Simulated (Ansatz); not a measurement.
The same path of BrH + F6Mo (9 atoms, charge 0, multiplicity 1) was run twice with different band settings. Lost on the way: Mo1–F2, Br8–H9. Made: Mo1–Br8, F2–H9.

Method: RKS PBE/def2-SVP in Ansatz.

Relaxed end points:

```xyz
9
Properties=species:S:1:pos:R:3
Mo -0.184 -0.184 -0.240
F 0.068 0.084 1.578
F 1.640 -0.192 -0.484
F -0.218 1.638 -0.496
F -2.008 -0.180 0.023
F -0.154 -2.006 0.035
F -0.437 -0.452 -2.043
Br 2.472 2.536 2.274
H 1.496 1.543 2.627
```

```xyz
9
Properties=species:S:1:pos:R:3
Mo 0.478 0.143 -0.423
F -0.089 0.902 3.302
F 1.750 -0.115 -1.733
F 0.098 1.824 -1.089
F -0.906 0.356 0.834
F 0.760 -1.567 0.215
F -0.801 -0.548 -1.577
Br 2.080 1.061 1.142
H -0.694 0.733 2.602
```

Common settings: movable images 5; climbing image yes; spring 5.0 eV/Å²; optimiser quadratic models (default); force threshold 0.05 eV/Å; iteration limit 60; end points relaxed.

| run | start path |
| --- | --- |
| 1 | through a guess of the saddle point |
| 2 | straight line |

Q: What does each run give, and how far can it be trusted?

A: Run 1: converged after 28 iterations, highest image 0.875 eV above the first end. A vibrational analysis at the climbing image gives one clearly imaginary mode, 89i cm⁻¹: a first-order saddle point.
Run 2: converged after 26 iterations, highest image 0.889 eV above the first end. The profile has 2 maxima (images 2, 4) with wells between them (image 3): this band takes more than one step, which may be the mechanism or a detour left from its start path. The order of the stationary point at the top wasn't checked.
The orbitals stay closed-shell, which can raise the energy where a bond breaks towards radicals; this wasn't checked here.
